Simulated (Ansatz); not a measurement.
The cluster Ti2O5H2 (the lowest singlet isomer of a short search). Charge 0, multiplicity 1. Geometry PBE-D4/def2-SVP, basis def2-TZVP, Ansatz.

```xyz
9

Ti    0.643    0.046   -1.019
Ti   -0.645   -0.037    1.019
O     1.273    0.425    0.557
O     1.557    0.207   -2.576
O    -1.708   -0.058    2.487
O    -0.905    0.940   -0.528
O    -0.306   -1.413    0.009
H    -2.307   -0.618    3.005
H     2.398    0.509   -2.954
```

| run | HOMO (eV) | LUMO (eV) |
| --- | --- | --- |
| A | -6.83 | -3.38 |
| B | -6.53 | -3.47 |
| C | -7.40 | -3.06 |
| D | -6.89 | -3.48 |
| E | -11.74 | 0.85 |
| F | -8.01 | -2.62 |

The structure comes from a short search, and lower isomers may exist.

Question: The runs used B97M-V, HF, PBE, PBE0, r2SCAN, r2SCANh. Estimate which is which.

Answer: A r2SCAN (0 % exact exchange); B PBE (0 % exact exchange); C r2SCANh (10 % exact exchange); D B97M-V (0 % exact exchange); E HF (100 % exact exchange); F PBE0 (25 % exact exchange). Exact exchange lowers occupied and raises empty levels; among semilocal functionals meta-GGAs tend to open the gap a little, and such runs are hard to tell apart. The gap grows from 3.06 eV (PBE) to 12.59 eV (HF).
